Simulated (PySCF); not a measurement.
C2H9AlO.
Bonds: C1–O2, O2–C3, O2–Al4. Hydrogens: H5, H6, H7 on C1; H8, H9, H10 on C3; H11, H12, H13 on Al4.

Level: CAM-B3LYP/def2-SVPD in PySCF, non-relativistic, on one gas-phase PBE0-D3(BJ)/def2-SVP geometry that isn't relaxed in the solvent. The solvent is an IEF-PCM continuum (cavity from Bondi-type radii × 1.2), and excitations are vertical TDDFT with non-equilibrium linear response and a frozen core. Only the electrostatic response of the medium enters.

Gas-phase singlets (H = HOMO, L = LUMO):

```csv
state,E (eV),λ (nm),f,leading configuration
S1,6.464,192,0.010,H→L+1 54%
S2,6.691,185,0.012,H-1→L+1 52%
S3,7.168,173,0.102,H→L 54%
S4,7.382,168,0.073,H-1→L 52%
S5,7.593,163,0.008,H→L+4 30%
```

**Question.** How does the list change in acetone (ε = 20.49)?

**Answer.** 
```json
{"state": "S1", "E (eV)": "6.814", "λ (nm)": "182", "f": "0.012", "leading configuration": "H→L+1 68%", "change by rank (eV)": "+0.350"}
{"state": "S2", "E (eV)": "7.005", "λ (nm)": "177", "f": "0.014", "leading configuration": "H-1→L+1 68%", "change by rank (eV)": "+0.314"}
{"state": "S3", "E (eV)": "7.592", "λ (nm)": "163", "f": "0.239", "leading configuration": "H→L 66%", "change by rank (eV)": "+0.424"}
{"state": "S4", "E (eV)": "7.780", "λ (nm)": "159", "f": "0.179", "leading configuration": "H-1→L 66%", "change by rank (eV)": "+0.398"}
{"state": "S5", "E (eV)": "7.839", "λ (nm)": "158", "f": "0.000", "leading configuration": "H→L+2 47%", "change by rank (eV)": "+0.246"}
```

**Question.** What are the lowest 5 singlets in acetonitrile (ε = 35.69)?

**Answer.** 
```tsv
state	E (eV)	λ (nm)	f	leading configuration	change by rank (eV)
S1	6.826	182	0.011	H→L+1 70%	+0.362
S2	7.018	177	0.014	H-1→L+1 70%	+0.327
S3	7.603	163	0.239	H→L 68%	+0.435
S4	7.792	159	0.179	H-1→L 68%	+0.410
S5	7.848	158	0.000	H→L+2 49%	+0.255
```

**Question.** The ground-state energy changes by -0.372 eV from gas to acetonitrile. By how much does the total energy of gas-phase S1 change?

**Answer.** E(S1) = E(S0) + excitation energy, so it changes by -0.372 + 0.362 = -0.010 eV: it is lowered less than the ground state, which is what a blue shift means. This is the vertical state, with the slow part of the continuum still set for S0.

**Question.** How do the frontier levels move from gas to acetonitrile?

**Answer.** 
```
orbital  gas (eV)  solvent (eV)  change (eV)
 LUMO+2      1.66          2.08        +0.42
 LUMO+1      1.24          1.08        -0.16
   LUMO      0.73          1.02        +0.29
   HOMO     -8.68         -9.19        -0.51
 HOMO-1     -8.90         -9.40        -0.50
 HOMO-2    -10.97        -10.46        +0.51
 HOMO-3    -11.47        -11.70        -0.23
```

The HOMO–LUMO gap goes from 9.41 to 10.21 eV. Rows go by rank; for LUMO and LUMO+2 the atom shares or the degeneracy differ between the runs, so the row needn't follow one orbital.

Rough CPU time on one thread of a shared machine: about 40 s. This is the whole response run at CAM-B3LYP/def2-SVPD in acetonitrile, SCF included.
